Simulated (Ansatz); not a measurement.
Species: FeH, charge 0, multiplicity 6. SMILES: [FeH]
Geometry from a B3LYP-D3(BJ)/def2-TZVP (Ansatz, a program for electronic structure) optimisation:
```
Fe
H 1 1.6930
```
Charge 0, spin multiplicity 6.

Wanted: atomisation energy, in kcal/mol. Conventions: six Cartesian d functions in 6-31G* and its kin unless marked 5d; non-relativistic; LANL2DZ with its own core potentials from Na on; open shells spin-unrestricted; spin-orbit terms left out; atomisation electronic, to ground-state atoms. First-principles rows: single points at B3LYP-D3(BJ) geometries (Ansatz). The spin state of an ion or metal species was assumed, not searched.

```json
[
 {"species": "[FeH] (FeH) (sextet)", "coefficient": "-1", "E at B3LYP/6-31G* with LANL2DZ past Ar (Ansatz), Eh": "-123.93273", "E at wB97X-V/def2-TZVPD (Ansatz), Eh": "-1264.07182"},
 {"species": "Fe atom", "coefficient": "+1", "E at B3LYP/6-31G* with LANL2DZ past Ar (Ansatz), Eh": "-123.37897", "E at wB97X-V/def2-TZVPD (Ansatz), Eh": "-1263.50130"},
 {"species": "H atom", "coefficient": "+1", "E at B3LYP/6-31G* with LANL2DZ past Ar (Ansatz), Eh": "-0.50027", "E at wB97X-V/def2-TZVPD (Ansatz), Eh": "-0.50049"}
]
```

 1 Eh = 627.5095 kcal/mol.

Compute it at each level from the table.


- B3LYP/6-31G* with LANL2DZ past Ar: the sum of coefficient times E is 0.05349 Eh, or 33.57 kcal/mol. Result: 33.6 kcal/mol.
- wB97X-V/def2-TZVPD: the sum of coefficient times E is 0.07003 Eh, or 43.94 kcal/mol. Result: 43.9 kcal/mol.
